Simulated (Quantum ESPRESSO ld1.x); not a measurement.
Radial electron density D(r) = 4 pi r^2 rho(r) of an atom or ion with 1 electrons. Method: Dirac Kohn-Sham, LDA (Slater exchange, VWN5 correlation), spin-unpolarised, spherical densities, point nucleus; computed with ld1.x of Quantum ESPRESSO 7.5.

| r (bohr) | D(r) (e/bohr) |
|---|---|
| 0.03073 | 0.07995 |
| 0.03577 | 0.1051 |
| 0.04164 | 0.1375 |
| 0.04887 | 0.1813 |
| 0.05689 | 0.2342 |
| 0.06623 | 0.3001 |
| 0.0771 | 0.3810 |
| 0.08976 | 0.4786 |
| 0.1045 | 0.5939 |
| 0.1216 | 0.7264 |
| 0.1416 | 0.8737 |
| 0.1649 | 1.031 |
| 0.1919 | 1.189 |
| 0.2234 | 1.337 |
| 0.2601 | 1.458 |
| 0.3053 | 1.539 |
| 0.3554 | 1.554 |
| 0.4137 | 1.497 |
| 0.4816 | 1.366 |
| 0.5607 | 1.171 |
| 0.6527 | 0.9334 |
| 0.7599 | 0.6838 |
| 0.8846 | 0.4543 |
| 1.03 | 0.2694 |
| 1.199 | 0.1401 |
| 1.396 | 0.06247 |
| 1.625 | 0.02334 |
| 1.892 | 0.007097 |

What is the nuclear charge?

Answer. Z = 3. The innermost maximum, from 1s, lies near gamma/Z bohr with gamma = sqrt(1 - (Z/c)^2) = 1.000, here 0.333 bohr (found: 0.341), and its height grows with Z. The density is that of the lithium ion Li2+ in 1s1; the configuration itself is not fixed sharply by these data. D(r) has 1 maximum, at r = 0.341 bohr.
